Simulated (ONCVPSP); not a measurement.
## What one change does to a pseudopotential (tin (Sn), ONCV)

```
Element                 : Sn (Z = 50)
Generator               : ONCVPSP 4.0.1
Type                    : optimised norm-conserving Vanderbilt (ONCV)
Functional              : PBE
Relativity              : fully relativistic
Frozen core             : [Kr] 4d10
Valence charge          : 4
Reference configuration : 5s1 5p3
Partial waves           : 5s: rc 2.10 bohr, ncon 4, nbas 8, qcut 2.5 1/bohr, 1 projector; 5p: rc 2.70 bohr, ncon 4, nbas 8, qcut 3.6 1/bohr, 3 projectors, debl 0.5 Ha; d scattering state at 0.26 Ha: rc 2.35 bohr, ncon 4, nbas 8, qcut 4.4 1/bohr, 3 projectors, debl 1.6 Ha
Local potential         : polynomial inside 1.60 bohr (lpopt 4, dvloc0 6 Ha)
Core correction         : none
```

Open shells are filled in proportion to 2j + 1.

Change: s: rc 2.58.

Cutoffs: the cutoffs (Ha) at which the residual kinetic energy of the hardest occupied pseudo-wave falls to 1 and 0.1 mHa per electron; they do not see the model core or the augmentation charge, which bear on the density cutoff. Errors are all-electron minus pseudo energies relative to the spin-unpolarised reference configuration.

Problem. How do hardness, ghosts and transferability respond?

Solution. The potential gets softer (30 Ha and 39 Ha → 12 Ha and 25 Ha); both files keep a bound ghost (d); of the 4 tests that both files solve, the error grows in 0 and shrinks in 3 by more than 15 % and 0.3 meV (median size 20.4 → 9.7 meV). A larger radius leaves more room for a smooth pseudo-wave, so fewer plane waves are needed. That the errors move this way runs against the usual rule that smaller radii transfer better.

```csv
quantity,base,changed
"cutoff, loose",30 Ha,12 Ha
"cutoff, tight",39 Ha,25 Ha
loose cutoff by channel,"s 30 Ha, p 4.3 Ha","s 12 Ha, p 4.3 Ha"
bound ghosts,"d5/2, d3/2","d5/2, d3/2"
GHOST(+) flags under 300 eV,none,none
"error for 5s2 5p2, meV [ΔE -6.96 eV]",+16,+3.9
"error for 5s2 5p1, meV [ΔE -0.07 eV]",+24,+16
"error for 5s2 5p0, meV [ΔE 13.90 eV]",+54,+62
"error for 5s1 5p2, meV [ΔE 7.56 eV]",-4.1,-2.8
p3/2: phases at 2.74 bohr within 0.05 rad from the reference energy up to (Ha; the scan ends near 5),4.6,4.6
p1/2: phases at 2.74 bohr within 0.05 rad from the reference energy up to (Ha; the scan ends near 5),5.0,5.0
d5/2: phases at 2.39 bohr within 0.05 rad from the reference energy up to (Ha; the scan ends near 5),to the end of the scan,to the end of the scan
d3/2: phases at 2.39 bohr within 0.05 rad from the reference energy up to (Ha; the scan ends near 5),to the end of the scan,to the end of the scan
```

Changed file: The cutoffs count occupied waves only; projector 3 of the d channel, the hardest unoccupied one, needs 66 Ha at the loose tolerance. A true bound ghost makes a file unfit for plane-wave use even where its test errors are small: the radial tests pick states by their node count and pass the ghost by.
